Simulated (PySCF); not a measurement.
FH4O4Si, SMILES O[Si-](O)(O)(O)F, charge -1.

Coordinates come from a PBE0-D3(BJ)/def2-SVPD optimisation. One conformer was computed; it need not be the lowest.

Method: PBE/def2-SVPD (PySCF).

Symmetry labels are those of the subgroup Cs that the program uses (full group Cs).

Computed valence orbital energies around the gap with their symmetry:
```
orbital  symmetry  energy (eV)
-------  --------  -----------
HOMO−7         A'        -3.28
HOMO−6         A'        -2.96
HOMO−5         A'        -2.85
HOMO−4         A"        -2.83
HOMO−3         A'        -2.60
HOMO−2         A"        -2.59
HOMO−1         A"        -1.93
HOMO           A"        -1.69
LUMO           A'         3.35
LUMO+1         A'         4.42
LUMO+2         A"         4.69
LUMO+3         A'         4.71
```
